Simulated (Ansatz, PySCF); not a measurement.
Cl3OSi, SMILES Cl[Si](Cl)([O])Cl (connectivity only; charge and spin as stated), charge -1, multiplicity 1. Atoms are numbered in the order given.

```xyz
5

O      0.0000     0.0000     2.0412
Si     0.0000     0.0000     0.4900
Cl     1.6578    -0.9571    -0.4684
Cl     0.0000     1.9142    -0.4684
Cl    -1.6578    -0.9571    -0.4684
```
Charge -1, spin multiplicity 1.

Geometry optimised at B3LYP-D3(BJ)/def2-SVPD. The multiplicity is an assumed one; other spin states were not compared. The isomer is the one that the SMILES or the coordinates give; other isomers of the formula were not compared.

Two levels are set side by side: PBE-D3(BJ)/def2-SVPD (Ansatz, a first-principles code) and B3LYP-D3(BJ)/def2-SVPD (Ansatz). Each level has its own optimised geometry; the coordinates shown are those of the second. Frequencies come from the Hessian of PySCF at each geometry. Differences are taken from unrounded values.

```
quantity                            B3LYP-D3(BJ)  PBE-D3(BJ)  PBE-D3(BJ) minus B3LYP-D3(BJ)
----------------------------------  ------------  ----------  -----------------------------
mean bond length (Å)                       1.993       2.002                          0.009
bond O1–Si2 (Å)                            1.551       1.566                          0.015
bond Si2–Cl3 (Å)                           2.141       2.147                          0.007
bond Si2–Cl4 (Å)                           2.141       2.147                          0.007
bond Si2–Cl5 (Å)                           2.141       2.147                          0.007
highest harmonic wavenumber (cm⁻¹)          1153        1115                            -39
mean harmonic wavenumber (cm⁻¹)              398         385                            -13
zero-point energy (kcal/mol)                5.12        4.96                          -0.16
```

Exact exchange shortens and stiffens bonds; PBE has none. Differences between two approximate levels are no errors against the true value.
